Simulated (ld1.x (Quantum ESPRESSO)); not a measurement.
How hard is this aluminium (Al) PAW potential?

- Element: aluminium (Al)
- Generator: ld1.x (Quantum ESPRESSO) 7.5
- Type: PAW
- Functional: PBE
- Relativity: scalar-relativistic
- Frozen core: [Ne]
- Valence charge: 3
- Reference configuration: 3s2 3p0.5 (charge +0.5)
- Partial waves: 3s (bound): rcut 1.50, rcutus 2.00 bohr; 3s channel at -0.2 Ry: rcut 1.50, rcutus 2.00 bohr; 3p (bound): rcut 2.05, rcutus 2.35 bohr; 3p channel at -0.05 Ry: rcut 2.05, rcutus 2.35 bohr
- Local potential: all-electron potential smoothed inside 1.65 bohr (lloc = -2)
- Core correction: a·sin(br)/r model core inside 1.55 bohr
- Augmentation charge: PSQ, inside the norm-conserving radii

The pseudo-atom Hamiltonian at the reference potential is diagonalised in spherical Bessel functions j_l(qr) that vanish at 20 bohr, with q² up to the cutoff. All-electron valence levels (Ry): 3s -0.8154, 3p -0.4190.

Q: How do the lowest levels (Ry) of each channel move with the cutoff, and are there ghosts?

A:

```
cutoff (Ry)     s #1     s #2     p #1     p #2     d #1    f #1  Σ f·Δε (mRy)
          8  -0.8145  -0.1399  -0.4185  -0.0696  -0.0633  0.0298           2.0
         10  -0.8152  -0.1401  -0.4188  -0.0696  -0.0634  0.0298           0.5
         12  -0.8153  -0.1401  -0.4189  -0.0696  -0.0634  0.0298           0.3
         15  -0.8153  -0.1401  -0.4190  -0.0696  -0.0634  0.0298           0.2
        400  -0.8154  -0.1401  -0.4190  -0.0696  -0.0635  0.0298           0.0
```

Result: no extra level below or beside the all-electron valence levels (s, p, d, f tested); 10 mRy is reached at 8 Ry and 1 mRy at 10 Ry.
